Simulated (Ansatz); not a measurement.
C3H9NSn, SMILES `C[CH](C)[Sn][NH2]`, relaxed with RKS PBE0-D4/def2-TZVP in Ansatz 0.2.0 from a PBE-D4/def2-SVP geometry. The force threshold is 0.005 eV/Å; the program also tests the step.

Charge 0, multiplicity 1. Sn takes the def2 core potential.

Start:

```xyz
14

C    -0.464   -0.839    1.186
C    -0.316    0.589    0.657
C    -1.137    0.834   -0.610
Sn    1.871    1.095    0.314
N     2.062   -0.381   -1.102
H    -0.086   -1.591    0.460
H     0.092   -1.001    2.135
H    -1.530   -1.097    1.388
H    -0.647    1.302    1.445
H    -2.220    0.624   -0.448
H    -1.063    1.882   -0.970
H    -0.808    0.181   -1.448
H     2.929   -0.579   -1.609
H     1.315   -1.019   -1.399
```

| step | energy (eV) | largest force (eV/Å) | largest move (Å) |
| --- | --- | --- | --- |
| 1 | -10575.9987 | 0.832 | 0.000 |
| 2 | -10576.0633 | 0.328 | 0.079 |
| 3 (rejected) | -10576.0559 | 0.570 | 0.151 |
| 4 | -10576.0727 | 0.221 | 0.039 |
| 5 | -10576.0749 | 0.023 | 0.019 |
| 6 | -10576.0749 | 0.006 | 0.008 |
| 7 | -10576.0749 | 0.002 | 0.003 |

End:

```xyz
14

C    -0.472   -0.832    1.181
C    -0.301    0.583    0.650
C    -1.131    0.820   -0.603
Sn    1.839    1.060    0.297
N     2.061   -0.373   -1.102
H    -0.125   -1.580    0.460
H     0.082   -1.000    2.110
H    -1.526   -1.056    1.391
H    -0.625    1.289    1.424
H    -2.196    0.622   -0.420
H    -1.055    1.850   -0.966
H    -0.821    0.166   -1.424
H     2.930   -0.544   -1.582
H     1.341   -1.006   -1.416
```

Hardware: 4 threads of an Arm Neoverse V2 on a shared host. Wall time 41 s, peak host memory 0.7 GiB.
